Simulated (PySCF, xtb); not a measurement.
C₂H₆F₂OSi, SMILES FC([SiH3])(F)OC. One conformer was computed; it need not be the lowest.

Harmonic wavenumbers (cm⁻¹) from GFN2-xTB run with xtb at its own minimum, in rising order: 67, 105, 138, 159, 201, 284, 398, 473, 477, 561, 562, 720, 738, 739, 769, 909, 977, 1036, 1127, 1155, 1172, 1392, 1459, 1467, 2307, 2321, 2327, 2977, 2983, 3046.

Problem. What does B3LYP-D3(BJ)/def2-SVP (PySCF) give at its own minimum? (An estimate is asked for; the answer gives what the named calculation found.)

Solution. 82, 148, 154, 166, 217, 312, 408, 519, 520, 646, 647, 766, 915, 946, 946, 1005, 1041, 1117, 1165, 1218, 1268, 1460, 1461, 1484, 2249, 2260, 2262, 3044, 3133, 3169. Paired by order, the mean absolute difference is 68 cm⁻¹ and the zero-point energies are 47.2 and 49.6 kcal/mol.
